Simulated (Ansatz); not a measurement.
F$_{2}$Sr (SMILES [F][Sr][F]), singlet, geometry from GFN2-xTB (such geometries of metal compounds can be far from the true shape) (all electrons, no relativity), atoms displaced at random by about 0.1 Å a coordinate; HF/3-21G (Ansatz, a program for electronic structure).

Input for Ansatz:
Ansatz 0.2 input:
```yaml
crystal:
  periodic: [false, false, false]
  atoms:
    - {symbol: Sr, position_ang: [-0.42373031, -0.17547907, -0.09580792]}
    - {symbol: F, position_ang: [0.56161043, 1.26940795, -0.94095242]}
    - {symbol: F, position_ang: [0.95169234, -1.10818683, 0.93878935]}
basis:
  gaussian:
    orbitals: 3-21G.json
hamiltonian:
  xc: hf
relax: {max_displacement: 0.02}
```
The basis file holds 3-21G in the JSON format of the Basis Set Exchange.

What does Ansatz print? Leave out banner, timings and long lists.


```
Functional definition: HF
435 factors; integrals over basis functions are off by at most 1.2e-4 eV
mean field evaluation 1: about -90198.7691 eV, gradient 5.1e1 eV
mean field evaluation 2: about -90198.9632 eV, gradient 5.1e1 eV
mean field evaluation 4: about -90202.2001 eV, gradient 6.2e-1 eV
mean field evaluation 8: about -90202.2378 eV, gradient 5.3e-2 eV
mean field -90202.23788699 eV, -3314.8711010741 hartree, gradient 8.8e-5 eV, S^2 0.000000; 0 other end points of the search recorded, 0 dependent functions left out
the calculation of the forces begins
reference -90202.23788699 eV, -3314.8711010741 hartree; 28, 28 occupied and 17, 17 virtual orbitals, 435 factors
relax step   1: F+E_penalty+E_count = -90202.23788699 eV  Δ(F+E_penalty+E_count) = +0.000e0 eV  max|allowed force component| = 5.400e0 eV/Å  Δτ_max = 0.0000 Å  (34 SCF iters, accepted)
these checks for a lower state are left out or cut short: starts, cluster_reference, orbital_swaps, neighbouring_geometries, increment
435 factors; integrals over basis functions are off by at most 1.2e-4 eV
mean field evaluation 16: about -90202.5074 eV, gradient 1.6e0 eV
mean field -90202.51076398 eV, -3314.8811291185 hartree, gradient 1.1e-5 eV, S^2 0.000000; 0 other end points of the search recorded, 0 dependent functions left out
the calculation of the forces begins
reference -90202.51076398 eV, -3314.8811291185 hartree; 28, 28 occupied and 17, 17 virtual orbitals, 435 factors
relax step   2: F+E_penalty+E_count = -90202.51076398 eV  Δ(F+E_penalty+E_count) = -2.729e-1 eV  max|allowed force component| = 4.191e0 eV/Å  Δτ_max = 0.0195 Å  (34 SCF iters, accepted)
these checks for a lower state are left out or cut short: starts, cluster_reference, orbital_swaps, neighbouring_geometries, increment
435 factors; integrals over basis functions are off by at most 1.2e-4 eV
mean field evaluation 32: about -90202.7228 eV, gradient 1.1e-5 eV
mean field -90202.72284562 eV, -3314.8889229750 hartree, gradient 1.1e-5 eV, S^2 0.000000; 0 other end points of the search recorded, 0 dependent functions left out
the calculation of the forces begins
reference -90202.72284562 eV, -3314.8889229750 hartree; 28, 28 occupied and 17, 17 virtual orbitals, 435 factors
relax step   3: F+E_penalty+E_count = -90202.72284562 eV  Δ(F+E_penalty+E_count) = -2.121e-1 eV  max|allowed force component| = 3.133e0 eV/Å  Δτ_max = 0.0195 Å  (34 SCF iters, accepted)
these checks for a lower state are left out or cut short: starts, cluster_reference, orbital_swaps, neighbouring_geometries, increment
435 factors; integrals over basis functions are off by at most 1.2e-4 eV
mean field -90202.88198316 eV, -3314.8947711716 hartree, gradient 1.1e-5 eV, S^2 0.000000; 0 other end points of the search recorded, 0 dependent functions left out
the calculation of the forces begins
reference -90202.88198316 eV, -3314.8947711716 hartree; 28, 28 occupied and 17, 17 virtual orbitals, 435 factors
relax step   4: F+E_penalty+E_count = -90202.88198316 eV  Δ(F+E_penalty+E_count) = -1.591e-1 eV  max|allowed force component| = 2.228e0 eV/Å  Δτ_max = 0.0195 Å  (33 SCF iters, accepted)
these checks for a lower state are left out or cut short: starts, cluster_reference, orbital_swaps, neighbouring_geometries, increment
435 factors; integrals over basis functions are off by at most 1.2e-4 eV
mean field -90202.99725252 eV, -3314.8990072425 hartree, gradient 1.1e-5 eV, S^2 0.000000; 0 other end points of the search recorded, 0 dependent functions left out
the calculation of the forces begins
reference -90202.99725252 eV, -3314.8990072425 hartree; 28, 28 occupied and 17, 17 virtual orbitals, 435 factors
relax step   5: F+E_penalty+E_count = -90202.99725252 eV  Δ(F+E_penalty+E_count) = -1.153e-1 eV  max|allowed force component| = 1.650e0 eV/Å  Δτ_max = 0.0195 Å  (35 SCF iters, accepted)
these checks for a lower state are left out or cut short: starts, cluster_reference, orbital_swaps, neighbouring_geometries, increment
[...]
relax step  40: F+E_penalty+E_count = -90203.77864727 eV  Δ(F+E_penalty+E_count) = -7.429e-3 eV  max|allowed force component| = 1.951e-1 eV/Å  Δτ_max = 0.0195 Å  (34 SCF iters, accepted)
relax step  41: F+E_penalty+E_count = -90203.78558462 eV  Δ(F+E_penalty+E_count) = -6.937e-3 eV  max|allowed force component| = 1.858e-1 eV/Å  Δτ_max = 0.0195 Å  (35 SCF iters, accepted)
relax step  42: F+E_penalty+E_count = -90203.79204554 eV  Δ(F+E_penalty+E_count) = -6.461e-3 eV  max|allowed force component| = 1.762e-1 eV/Å  Δτ_max = 0.0195 Å  (35 SCF iters, accepted)
relax step  43: F+E_penalty+E_count = -90203.79804415 eV  Δ(F+E_penalty+E_count) = -5.999e-3 eV  max|allowed force component| = 1.665e-1 eV/Å  Δτ_max = 0.0195 Å  (34 SCF iters, accepted)
relax step  44: F+E_penalty+E_count = -90203.80359332 eV  Δ(F+E_penalty+E_count) = -5.549e-3 eV  max|allowed force component| = 1.565e-1 eV/Å  Δτ_max = 0.0195 Å  (35 SCF iters, accepted)
relax step  45: F+E_penalty+E_count = -90203.80870476 eV  Δ(F+E_penalty+E_count) = -5.111e-3 eV  max|allowed force component| = 1.462e-1 eV/Å  Δτ_max = 0.0195 Å  (35 SCF iters, accepted)
relax step  46: F+E_penalty+E_count = -90203.81338916 eV  Δ(F+E_penalty+E_count) = -4.684e-3 eV  max|allowed force component| = 1.358e-1 eV/Å  Δτ_max = 0.0195 Å  (35 SCF iters, accepted)
relax step  47: F+E_penalty+E_count = -90203.81765618 eV  Δ(F+E_penalty+E_count) = -4.267e-3 eV  max|allowed force component| = 1.251e-1 eV/Å  Δτ_max = 0.0195 Å  (35 SCF iters, accepted)
relax step  48: F+E_penalty+E_count = -90203.82151351 eV  Δ(F+E_penalty+E_count) = -3.857e-3 eV  max|allowed force component| = 1.142e-1 eV/Å  Δτ_max = 0.0195 Å  (35 SCF iters, accepted)
relax step  49: F+E_penalty+E_count = -90203.82497194 eV  Δ(F+E_penalty+E_count) = -3.458e-3 eV  max|allowed force component| = 1.031e-1 eV/Å  Δτ_max = 0.0195 Å  (35 SCF iters, accepted)
relax step  50: F+E_penalty+E_count = -90203.82803618 eV  Δ(F+E_penalty+E_count) = -3.064e-3 eV  max|allowed force component| = 9.174e-2 eV/Å  Δτ_max = 0.0195 Å  (34 SCF iters, accepted)
relax step  51: F+E_penalty+E_count = -90203.83071268 eV  Δ(F+E_penalty+E_count) = -2.677e-3 eV  max|allowed force component| = 8.025e-2 eV/Å  Δτ_max = 0.0195 Å  (36 SCF iters, accepted)
relax step  52: F+E_penalty+E_count = -90203.83300674 eV  Δ(F+E_penalty+E_count) = -2.294e-3 eV  max|allowed force component| = 6.861e-2 eV/Å  Δτ_max = 0.0195 Å  (35 SCF iters, accepted)
relax step  53: F+E_penalty+E_count = -90203.83492404 eV  Δ(F+E_penalty+E_count) = -1.917e-3 eV  max|allowed force component| = 5.681e-2 eV/Å  Δτ_max = 0.0195 Å  (35 SCF iters, accepted)
[...]
relax step  54: F+E_penalty+E_count = -90203.83646834 eV  Δ(F+E_penalty+E_count) = -1.544e-3 eV  max|allowed force component| = 4.490e-2 eV/Å  Δτ_max = 0.0195 Å  (35 SCF iters, accepted)
these checks for a lower state are left out or cut short: starts, cluster_reference, orbital_swaps, neighbouring_geometries, increment
435 factors; integrals over basis functions are off by at most 1.2e-4 eV
mean field evaluation 544: about -90203.6739 eV, gradient 1.7e0 eV
mean field -90203.83764274 eV, -3314.9298910135 hartree, gradient 1.1e-5 eV, S^2 0.000000; 0 other end points of the search recorded, 0 dependent functions left out
the calculation of the forces begins
reference -90203.83764274 eV, -3314.9298910135 hartree; 28, 28 occupied and 17, 17 virtual orbitals, 435 factors
relax step  55: F+E_penalty+E_count = -90203.83764274 eV  Δ(F+E_penalty+E_count) = -1.174e-3 eV  max|allowed force component| = 3.288e-2 eV/Å  Δτ_max = 0.0195 Å  (35 SCF iters, accepted)
these checks for a lower state are left out or cut short: starts, cluster_reference, orbital_swaps, neighbouring_geometries, increment
435 factors; integrals over basis functions are off by at most 1.2e-4 eV
mean field -90203.83844968 eV, -3314.9299206681 hartree, gradient 1.1e-5 eV, S^2 0.000000; 0 other end points of the search recorded, 0 dependent functions left out
the calculation of the forces begins
reference -90203.83844968 eV, -3314.9299206681 hartree; 28, 28 occupied and 17, 17 virtual orbitals, 435 factors
relax step  56: F+E_penalty+E_count = -90203.83844968 eV  Δ(F+E_penalty+E_count) = -8.069e-4 eV  max|allowed force component| = 2.079e-2 eV/Å  Δτ_max = 0.0195 Å  (35 SCF iters, accepted)
these checks for a lower state are left out or cut short: starts, cluster_reference, orbital_swaps, neighbouring_geometries, increment
435 factors; integrals over basis functions are off by at most 1.2e-4 eV
mean field -90203.83889093 eV, -3314.9299368838 hartree, gradient 1.1e-5 eV, S^2 0.000000; 0 other end points of the search recorded, 0 dependent functions left out
the calculation of the forces begins
reference -90203.83889093 eV, -3314.9299368838 hartree; 28, 28 occupied and 17, 17 virtual orbitals, 435 factors
relax step  57: F+E_penalty+E_count = -90203.83889093 eV  Δ(F+E_penalty+E_count) = -4.413e-4 eV  max|allowed force component| = 8.644e-3 eV/Å  Δτ_max = 0.0195 Å  (35 SCF iters, accepted)
these checks for a lower state are left out or cut short: starts, cluster_reference, orbital_swaps, neighbouring_geometries, increment
435 factors; integrals over basis functions are off by at most 1.2e-4 eV
mean field evaluation 576: about -90203.8359 eV, gradient 1.6e0 eV
mean field -90203.83898303 eV, -3314.9299402682 hartree, gradient 1.1e-5 eV, S^2 0.000000; 0 other end points of the search recorded, 0 dependent functions left out
the calculation of the forces begins
reference -90203.83898303 eV, -3314.9299402682 hartree; 28, 28 occupied and 17, 17 virtual orbitals, 435 factors
relax step  58: F+E_penalty+E_count = -90203.83898303 eV  Δ(F+E_penalty+E_count) = -9.209e-5 eV  max|allowed force component| = 3.504e-4 eV/Å  Δτ_max = 0.0138 Å  (35 SCF iters, accepted)
435 factors; integrals over basis functions are off by at most 1.2e-4 eV
mean field -90203.83898303 eV, -3314.9299402682 hartree, gradient 1.1e-5 eV, S^2 0.000000; 1 other end points of the search recorded, 0 dependent functions left out
the calculation of the forces begins
reference -90203.83898303 eV, -3314.9299402682 hartree; 28, 28 occupied and 17, 17 virtual orbitals, 435 factors
Total energy: -90203.83898303 eV, -3314.9299402682 hartree
Atom 0 at     0.363182    -0.004755    -0.032658 Å, force     0.000005     0.000001     0.000000 eV/Å
Atom 1 at     0.085222     1.708904    -1.386711 Å, force     0.000054    -0.000350     0.000276 eV/Å
Atom 2 at     0.641168    -1.718408     1.321398 Å, force    -0.000059     0.000349    -0.000277 eV/Å
Dipole moment:    -0.000023    -0.000005    -0.000002 e Å
```
